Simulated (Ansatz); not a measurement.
Consider the redistribution: `[CH3][Ga]([NH2])[Cl]` + `C[O][SnH]([NH2])[F]` → `C[O][Ga]([NH2])[Cl]` + `[CH3][SnH]([NH2])[F]`.

Calculated with Ansatz (gas phase, PBE0-D4/def2-TZVP geometries, no zero-point term in ΔE). CCSD(T)/CBS is the MP2 limit (def2-TZVPP, def2-QZVPP) plus CCSD(T) − MP2 in def2-TZVPP, frozen cores. DFT in def2-TZVPP. Elements past krypton have def2 core potentials. For Ga, Sn outer-core shells are correlated without core-valence functions, which leaves a few kJ/mol of doubt a bond. Scalar relativity is left out up to krypton. Each species was taken in one conformer, which may not be the lowest.

Question: Is it downhill or uphill in electronic energy at CCSD(T)/CBS, and by how much? (An estimate is asked.)

Answer: The calculation gave: Downhill: ΔE = -12.2 kJ/mol.

Question: What do these levels give: PBE-D4, ωB97X-V, ωB97M-V, B2PLYP, HF/def2-TZVPP, MP2/CBS(def2)? (Best estimate.)

Answer: The calculation gave: PBE-D4 -10.4, ωB97X-V -14.5, ωB97M-V -13.6, B2PLYP -15.7, HF/def2-TZVPP -21.4, MP2/CBS(def2) -13.4 kJ/mol.

Largest T1 diagnostic among the species: 0.014.

From PBE to PBE0 (25 % exact exchange), in def2-TZVPP and without D4, ΔE moves by −4.2 kJ/mol.
